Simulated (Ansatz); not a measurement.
`COC#CO[SiH3]` and `C#CO[SiH3]` differ in one atom or group.

Ansatz, PBE0-D4/def2-TZVP geometries, multiplicity 1. 

```
                                        property  `COC#CO[SiH3]`
  size of the dipole moment (PBE/def2-TZVPP) / D            0.49
         HOMO–LUMO gap (ωB97M-V/def2-TZVPP) / eV           10.08
           HOMO–LUMO gap (B3LYP/def2-TZVPP) / eV            5.69
             LUMO energy (B3LYP/def2-TZVPP) / eV           -0.37
size of the dipole moment (B3LYP/def2-TZVPP) / D            0.49
              HOMO energy (PBE0/def2-TZVPP) / eV           -6.28
```

**Question.** What does the change do to each property? (Estimate.)

**Answer.** Computed: 
| property | `C#CO[SiH3]` | shift |
| --- | --- | --- |
| size of the dipole moment (PBE/def2-TZVPP) / D | 1.65 | 1.16 |
| HOMO–LUMO gap (ωB97M-V/def2-TZVPP) / eV | 10.93 | 0.85 |
| HOMO–LUMO gap (B3LYP/def2-TZVPP) / eV | 6.47 | 0.78 |
| LUMO energy (B3LYP/def2-TZVPP) / eV | -0.60 | -0.23 |
| size of the dipole moment (B3LYP/def2-TZVPP) / D | 1.64 | 1.15 |
| HOMO energy (PBE0/def2-TZVPP) / eV | -7.30 | -1.02 |

With PBE0 the HOMO falls by 1.02 eV and the LUMO falls by 0.24 eV, so the gap widens by about 0.78 eV. PBE moves the HOMO by -1.04 eV and ωB97M-V by -1.05 eV. Dipoles are sizes alone; their direction can turn.

B3LYP here is the variant with VWN-RPA as its local correlation; programs differ in this.
